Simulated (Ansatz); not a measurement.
Relaxation of FH₆NOSi₂ (11 atoms, charge 0, multiplicity 1), to a largest force component of 0.02 eV/Å in at most 50 steps.

Computed with RKS LDA/def2-SVP (Ansatz 0.2.0).

```xyz
11
Properties=species:S:1:pos:R:3
N -0.901 1.360 -0.575
Si -0.217 -0.130 -0.615
O 0.979 0.131 -1.711
Si 0.617 -0.960 1.447
F 1.690 -0.024 2.034
H -1.197 1.668 -1.544
H -1.805 1.357 -0.079
H -1.181 -1.008 -1.226
H 1.577 0.913 -1.457
H 1.104 -2.339 1.307
H -0.600 -1.026 2.438
```

Problem. Where does it end, and by what steps?

Solution. The forces met the threshold. The force dipped under the threshold on the way, but the program's further checks kept it going. After 28 steps the energy has fallen by 0.988 eV; H9 moved furthest, 1.08 Å.

```json
{"step": "0", "energy less start (eV)": "0.0000", "largest force component (eV/Å)": "4.132", "accepted": "yes"}
{"step": "1", "energy less start (eV)": "-0.6042", "largest force component (eV/Å)": "1.776", "accepted": "yes"}
{"step": "2", "energy less start (eV)": "-0.7607", "largest force component (eV/Å)": "0.553", "accepted": "yes"}
{"step": "3", "energy less start (eV)": "-0.7950", "largest force component (eV/Å)": "0.557", "accepted": "yes"}
{"step": "4", "energy less start (eV)": "-0.8186", "largest force component (eV/Å)": "0.504", "accepted": "yes"}
{"step": "5", "energy less start (eV)": "-0.8283", "largest force component (eV/Å)": "0.597", "accepted": "yes"}
{"step": "6", "energy less start (eV)": "-0.8399", "largest force component (eV/Å)": "0.363", "accepted": "yes"}
{"step": "7", "energy less start (eV)": "-0.8379", "largest force component (eV/Å)": "0.525", "accepted": "no"}
{"step": "8", "energy less start (eV)": "-0.8419", "largest force component (eV/Å)": "0.991", "accepted": "yes"}
{"step": "9", "energy less start (eV)": "-0.8610", "largest force component (eV/Å)": "0.402", "accepted": "yes"}
{"step": "10", "energy less start (eV)": "-0.8623", "largest force component (eV/Å)": "0.376", "accepted": "yes"}
{"step": "11", "energy less start (eV)": "-0.8129", "largest force component (eV/Å)": "1.968", "accepted": "no"}
{"step": "12", "energy less start (eV)": "-0.8788", "largest force component (eV/Å)": "0.134", "accepted": "yes"}
{"step": "13", "energy less start (eV)": "-0.8829", "largest force component (eV/Å)": "0.797", "accepted": "yes"}
{"step": "14", "energy less start (eV)": "-0.8979", "largest force component (eV/Å)": "0.431", "accepted": "yes"}
{"step": "15", "energy less start (eV)": "-0.9003", "largest force component (eV/Å)": "0.250", "accepted": "yes"}
{"step": "16", "energy less start (eV)": "-0.9259", "largest force component (eV/Å)": "0.395", "accepted": "yes"}
{"step": "17", "energy less start (eV)": "-0.9327", "largest force component (eV/Å)": "0.850", "accepted": "yes"}
{"step": "18", "energy less start (eV)": "-0.8599", "largest force component (eV/Å)": "0.936", "accepted": "no"}
{"step": "19", "energy less start (eV)": "-0.9637", "largest force component (eV/Å)": "0.476", "accepted": "yes"}
{"step": "20", "energy less start (eV)": "-0.9767", "largest force component (eV/Å)": "0.110", "accepted": "yes"}
{"step": "21", "energy less start (eV)": "-0.9820", "largest force component (eV/Å)": "0.032", "accepted": "yes"}
{"step": "22", "energy less start (eV)": "-0.9817", "largest force component (eV/Å)": "0.296", "accepted": "no"}
{"step": "23", "energy less start (eV)": "-0.9855", "largest force component (eV/Å)": "0.013", "accepted": "yes"}
{"step": "24", "energy less start (eV)": "-0.9870", "largest force component (eV/Å)": "0.092", "accepted": "yes"}
{"step": "25", "energy less start (eV)": "-0.9874", "largest force component (eV/Å)": "0.046", "accepted": "yes"}
{"step": "26", "energy less start (eV)": "-0.9870", "largest force component (eV/Å)": "0.082", "accepted": "no"}
{"step": "27", "energy less start (eV)": "-0.9877", "largest force component (eV/Å)": "0.018", "accepted": "yes"}
{"step": "28", "energy less start (eV)": "-0.9879", "largest force component (eV/Å)": "0.018", "accepted": "yes"}
```

```xyz
11
Properties=species:S:1:pos:R:3
N -1.513 1.041 -0.584
Si -0.223 -0.065 -0.812
O 1.264 0.532 -1.281
Si 0.480 -0.929 1.244
F 2.048 -0.394 1.190
H -2.094 1.334 -1.376
H -1.472 1.764 0.141
H -0.719 -1.033 -1.846
H 1.919 0.440 -0.552
H 0.519 -2.425 1.420
H -0.143 -0.322 2.477
```

Whether the end is a true minimum wasn't checked by a vibrational analysis.

Run time: 54 s on 2 threads of Intel(R) Xeon(R) Platinum 8488C (Sapphire Rapids), with other jobs on the host, peak memory 0.16 GiB.
